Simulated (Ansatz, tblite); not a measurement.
Isomers of Sn2H2⁻ (doublet), found by a short tight-binding search and relaxed with PBE-D4/def2-TZVPD in Ansatz.

In the def2 sets Sn takes a core potential; there is no spin–orbit coupling. The xTB rows come from tblite. HSE06 is defined as in plane-wave codes, on full-range PBE exchange.

Run but left out: HF/def2-TZVPPD, CCSD/def2-TZVPPD, CCSD(T)/def2-TZVPPD (B: ⟨S²⟩ 1.55, where a pure state has 0.75); MP2/def2-TZVPPD (A: ⟨S²⟩ 1.02, where a pure state has 0.75).

A: At PBE-D4/def2-TZVPD, r2SCAN-D4/def2-TZVPD the highest occupied level of the charge -1 doublet lies above zero (up to 0.28 eV). It is a level of β spin, whose loss leaves a triplet; that state wasn't run at this geometry and level. The electron is either unbound and held by the finite basis, or the level is raised by self-interaction error. B: At PBE-D4/def2-TZVPD, r2SCAN-D4/def2-TZVPD the highest occupied level of the charge -1 doublet lies above zero (up to 0.32 eV). By energy differences its removal costs 1.94 eV (vertical, to the charge 0 triplet, at PBE-D4/def2-TZVPD); a positive level beside a positive removal energy at the same level points to self-interaction error.

Other spin states were run for one of them alone.

A:

```xyz
4

Sn   -0.906   -1.253    0.707
Sn    1.069   -0.440   -1.253
H    -1.382    0.401    1.282
H     1.219    1.293   -0.737
```

B:

```xyz
4

Sn    0.676   -0.885    0.879
Sn   -0.473    0.748   -1.108
H    -1.969   -0.252   -1.344
H     1.766    0.388    1.573
```

Estimate their order by electronic energy at CAM-B3LYP-D4/def2-TZVPD, counted from the lowest.

B (0.0) < A (8.8), in kJ/mol.

Do the other levels pick the same lowest one?

All that were run do. Energies above each level's lowest (kJ/mol):

```json
{"level": "GFN1-xTB", "A": "4.3", "B": "0.0"}
{"level": "GFN2-xTB", "A": "20.6", "B": "0.0"}
{"level": "PBE-D4/def2-TZVPD", "A": "9.2", "B": "0.0"}
{"level": "r2SCAN-D4/def2-TZVPD", "A": "10.5", "B": "0.0"}
{"level": "PBE0-D4/def2-TZVPD", "A": "9.0", "B": "0.0"}
{"level": "HSE06-D4/def2-TZVPD", "A": "9.0", "B": "0.0"}
{"level": "CAM-B3LYP-D4/def2-TZVPD", "A": "8.8", "B": "0.0"}
```
Point groups (tolerance 0.1 Å): A C2, B C2. A and B have the same bonds, so they are conformers or stereoisomers. Lower isomers may exist.
